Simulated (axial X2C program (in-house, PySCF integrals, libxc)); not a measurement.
Nuclear properties of NCoN

Calculated with an in-house all-electron X2C program for linear molecules (integrals from PySCF): two-component X2C with atomic mean-field Coulomb and Gaunt terms, Gaussian nuclei, basis N dyall-av3z, Co dyall-v3z with contracted cores.

N–Co–N held linear, with bonds 1.737 and 1.737 Å (a rough geometry, not the PBE0 minimum).

Determinant lowest in the PBE0 search, Ω = 3/2 (⟨Sz⟩ = -0.50, ⟨Lz⟩ = 2.00 at PBE0), spin on the atoms N -0.85, Co 1.20, N -0.85:

```json
{"level": "PBE0", "A∥/gI N (MHz)": "60.3", "qzz N (a.u.)": "-1.85", "A∥/gI Co (MHz)": "893", "qzz Co (a.u.)": "-3.51"}
{"level": "HF", "A∥/gI N (MHz)": "38.6", "qzz N (a.u.)": "-1.59", "A∥/gI Co (MHz)": "864", "qzz Co (a.u.)": "-4.52"}
{"level": "PBE", "A∥/gI N (MHz)": "57.4", "qzz N (a.u.)": "-2.01", "A∥/gI Co (MHz)": "851", "qzz Co (a.u.)": "-3.17"}
```

A∥ (defined per Ω) follows by multiplying with gI = μI/(I μN); qzz is the electric field gradient, eQq0 = 234.96 MHz × Q/barn × qzz. The operators were transformed with the bare-nucleus X2C matrices; with these basis sets, hyperfine constants and field gradients can be off by tens of per cent, and where levels differ in sign neither size nor sign is settled.

(1) With gI(14N) = 0.4038, Q(14N) = 0.02044 barn, gI(59Co) = 1.3220, Q(59Co) = 0.42 barn (g factors from the IAEA table of nuclear moments by Stone; Q from Pyykkö, Mol. Phys. 2018), turn the PBE0 values of the first state into constants in MHz.

The molecule was held linear; bending was not examined, so a bent shape may lie lower.

Each state is one determinant with collinear spin, which with several unpaired electrons need not be a pure state. Unrestricted Hartree–Fock can overshoot spin polarisation at the nuclei. With several open shells hyperfine constants can be off by a factor of several. In the state Ω = 3/2 the atomic spins oppose each other (-0.85, 1.20, -0.85): a broken-symmetry determinant whose values are not spin-projected. At PBE a later determinant lies lower. States lie within half an eV, so the first need not be the ground state. Further determinants of the search, some of them spin-mixed, are not shown.

## Answers

(1) A∥(14N) = 60.3 × 0.4038 = 24.3 MHz; eQq0(14N) = 234.96 × (0.02044) × (-1.85) = -8.88 MHz; A∥(59Co) = 893 × 1.3220 = 1180 MHz; eQq0(59Co) = 234.96 × (0.42) × (-3.51) = -346 MHz.
